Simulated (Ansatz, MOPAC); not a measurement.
Donor–acceptor adduct: BH3 (SMILES B) (first 4 atoms) with CHN (SMILES C#N); geometry from B3LYP-D3(BJ)/def2-TZVP, rigid monomers moved along the line of their centres of mass till B1···N6 is 1.39 Å.
(charge 0, multiplicity 1):
```xyz
7

B     -0.09690     0.04824     0.76958
H      0.66587     0.92707     0.45073
H      0.20389    -1.03113     0.32201
H     -1.25567     0.33333     0.59125
C      0.15576    -0.17617     3.27587
N      0.04178    -0.07494     2.14524
H      0.26220    -0.27071     4.33190
```

Counterpoise-corrected where a basis set is named; no monomer relaxation.

Cores are frozen in the correlated methods. CBS: X⁻³ extrapolation of the correlation energy, Hartree–Fock from the larger set. The state that AM1 reach isn't checked.

Codes used: Ansatz (Gaussian basis) for Hartree–Fock, density functionals and correlated methods; MOPAC for AM1 (differences of heats of formation). Each number belongs to the level named beside it.

**Question.** One of these levels gives -19.83 kcal/mol for the interaction energy. Which?
A) AM1
B) SCS-MP2/aug-cc-pVTZ
C) SCS-MP2/aug-cc-pVDZ
D) MP2/CBS(aug-cc-pVDZ, aug-cc-pVTZ)

**Answer.** B, SCS-MP2/aug-cc-pVTZ. The others give -32.79 (AM1), -25.83 (MP2/CBS(aug-cc-pVDZ, aug-cc-pVTZ)), -14.90 (SCS-MP2/aug-cc-pVDZ)

Ansatz is a first-principles code.
